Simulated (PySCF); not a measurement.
## Mayer bond orders and bond lengths

Compound: C3H12SSi3.
Numbering: `[CH2:1]=[CH:2][SiH2:3][SiH2:4][SiH2:5][S:6][CH3:7]` (hydrogens: H8, H9 on C1; H10 on C2; H11, H12 on Si3; H13, H14 on Si4; H15, H16 on Si5; H17, H18, H19 on C7)

Geometry (GFN2-xTB, Å), atoms numbered from 1 in this order:
```xyz
19
C3H12SSi3 angstrom
C     -2.6598    1.4245    0.9641
C     -1.9153    1.2074   -0.1085
Si    -2.1473   -0.2153   -1.3189
Si    -0.4122   -1.7383   -1.0138
Si     1.3684   -1.0205    0.2714
S      1.8876    0.9491   -0.4440
C      3.2113    1.3693    0.7217
H     -2.4794    2.2428    1.6455
H     -3.4976    0.7900    1.2085
H     -1.0845    1.8761   -0.3029
H     -3.4689   -0.8135   -1.0821
H     -2.1715    0.3498   -2.6756
H      0.0998   -2.2295   -2.3019
H     -0.8704   -2.9665   -0.3422
H      1.0887   -0.8137    1.6976
H      2.6408   -1.7522    0.2511
H      4.0174    0.6467    0.6335
H      2.8159    1.3740    1.7332
H      3.5673    2.3593    0.4559
```

Bond orders from the PBE0/pcSseg-1 density (PySCF). The structure is a single GFN2-xTB conformer in the gas phase; no vibrational or solvent corrections.

How far do the computed orders between heavy atoms stray from the drawn ones?

The largest departure is 0.144, at Si3–Si4 (drawn single, 0.856). Drawn single, order below 0.88: Si3–Si4 (0.856).

Set the Mayer orders of the bonds beside their lengths.

```
   bond  drawn as  length (Å)  Mayer order
  C1–C2    double       1.324        1.989
 C2–Si3    single       1.882        0.903
Si3–Si4    single       2.329        0.856
Si4–Si5    single       2.310        0.901
 Si5–S6    single       2.159        0.941
  S6–C7    single       1.813        0.995
  C1–H8    single       1.080        0.952
  C1–H9    single       1.079        0.956
 C2–H10    single       1.084        0.926
Si3–H11    single       1.470        0.947
Si3–H12    single       1.470        0.942
Si4–H13    single       1.471        0.926
Si4–H14    single       1.473        0.929
Si5–H15    single       1.468        0.908
Si5–H16    single       1.468        0.912
 C7–H17    single       1.086        0.950
 C7–H18    single       1.086        0.950
 C7–H19    single       1.085        0.958
```

Bonds between the same two heavy elements. Si–Si: lowest Si3–Si4 (0.856, 2.329 Å), highest Si4–Si5 (0.901, 2.310 Å).

Sum the orders of all bonds at each heavy atom with more than one neighbour and set the sums beside the valence in the SMILES.

C1 3.897 (drawn 4), C2 3.818 (drawn 4), Si3 3.648 (drawn 4), Si4 3.612 (drawn 4), Si5 3.662 (drawn 4), S6 1.936 (drawn 2), C7 3.853 (drawn 4). Orders between atoms that aren't bonded are not in these sums.

Mayer orders depend on the basis set.

The run behind these numbers computed NMR shieldings as well. Time: 69 s; peak memory 0.94 GiB. Hardware: an Arm Neoverse N1 with one thread, shared host with 64 logical CPUs at a one-minute load of 61.
